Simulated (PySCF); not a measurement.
# Indirect couplings

Molfile (atoms numbered from 1):
```
C3H10B2O2
     RDKit          3D

 17 16  0  0  0  0  0  0  0  0999 V2000
    2.2762   -2.2193   -0.4659 B   0  0  0  0  0  0  0  0  0  0  0  0
    1.6072   -1.0829   -0.2682 O   0  0  0  0  0  0  0  0  0  0  0  0
    1.0346   -0.0119    0.3381 B   0  0  0  0  0  0  0  0  0  0  0  0
   -0.2971    0.0704    0.5173 O   0  0  0  0  0  0  0  0  0  0  0  0
   -1.2087   -0.9598    0.1444 C   0  0  0  0  0  0  0  0  0  0  0  0
   -2.5248   -0.2984   -0.2089 C   0  0  0  0  0  0  0  0  0  0  0  0
   -1.3365   -1.9593    1.2796 C   0  0  0  0  0  0  0  0  0  0  0  0
    2.5495   -2.5399   -1.6016 H   0  0  0  0  0  0  0  0  0  0  0  0
    2.5791   -2.9074    0.4867 H   0  0  0  0  0  0  0  0  0  0  0  0
    1.7223    0.9118    0.6959 H   0  0  0  0  0  0  0  0  0  0  0  0
   -0.8131   -1.4765   -0.7485 H   0  0  0  0  0  0  0  0  0  0  0  0
   -3.2558   -1.0464   -0.5496 H   0  0  0  0  0  0  0  0  0  0  0  0
   -2.3828    0.4404   -1.0106 H   0  0  0  0  0  0  0  0  0  0  0  0
   -2.9395    0.2219    0.6680 H   0  0  0  0  0  0  0  0  0  0  0  0
   -0.3704   -2.4386    1.4976 H   0  0  0  0  0  0  0  0  0  0  0  0
   -2.0590   -2.7485    1.0230 H   0  0  0  0  0  0  0  0  0  0  0  0
   -1.6842   -1.4530    2.1931 H   0  0  0  0  0  0  0  0  0  0  0  0
  1  2  1  0
  2  3  1  0
  3  4  1  0
  4  5  1  0
  5  6  1  0
  5  7  1  0
  1  8  1  0
  1  9  1  0
  3 10  1  0
  5 11  1  0
  6 12  1  0
  6 13  1  0
  6 14  1  0
  7 15  1  0
  7 16  1  0
  7 17  1  0
M  END
```

Indirect spin–spin couplings were computed at B3LYP/pcJ-1 (spin–dipole term only in couplings to heteroatoms) (PySCF 2.14) on a PBE0-D3(BJ)/def2-SVP structure, for the isolated molecule, without vibrational or relativistic corrections. Couplings are averaged over pairs made equivalent by symmetry, fast rotation or ring inversion, so a value needn't be that of the named pair in this geometry, while other rotamers aren't included; one pair stands for each set, and the list holds a selection of those of at least 1.5 Hz over up to four bonds, among pairs with at least one B or C or H atom (others weren't computed).

Isotopes: ¹¹B, ¹H, ¹³C, ¹⁷O. Couplings to quadrupolar nuclei such as 17O and 33S are rarely resolved in practice.

```
    pair  bonds  J (Hz)
  B1, O2      1   -22.5
  B1, H8      1   156.6
  O2, B3      1   -24.8
  B3, O4      1    -4.6
 B3, H10      1   190.4
  O4, C5      1    19.4
  C5, C6      1    41.3
 C5, H11      1       ?
 C6, H12      1       ?
  B1, B3      2     5.7
  O2, H8      2       ?
 O2, H10      2   -16.8
  O4, C6      2    -5.5
 O4, H10      2   -28.8
 O4, H11      2    -1.7
 C5, H12      2       ?
  H8, H9      2    23.3
H12, H13      2   -13.9
  O2, C5      3    -2.8
  B3, C6      3       ?
  B3, H8      3     1.6
 B3, H11      3       ?
 O4, H12      3    -4.3
 C5, H10      3     5.3
 C6, H15      3       ?
H11, H12      3       ?
```

Task: Estimate the withheld couplings, with signs.

Result: 
- ¹J(C5,H11) = 145.1 Hz (bond length 1.105 Å, sp3 carbon)
- ¹J(C6,H12) = 133.3 Hz (bond length 1.100 Å, sp3 carbon)
- ²J(O2,H8) = -7.2 Hz (mean over equivalent pairs that range from -10.4 to -4.0 Hz in this conformer)
- ²J(C5,H12) = -3.4 Hz (mean over equivalent pairs that range from -6.4 to 1.6 Hz in this conformer)
- ³J(B3,C6) = 1.7 Hz (mean over equivalent pairs that range from 0.1 to 3.3 Hz in this conformer)
- ³J(B3,H11) = 2.8 Hz (dihedral angle 32°)
- ³J(C6,H15) = 5.2 Hz (mean over equivalent pairs that range from 1.0 to 10.6 Hz in this conformer)
- ³J(H11,H12) = 6.9 Hz (mean over equivalent pairs that range from 1.9 to 14.2 Hz in this conformer)
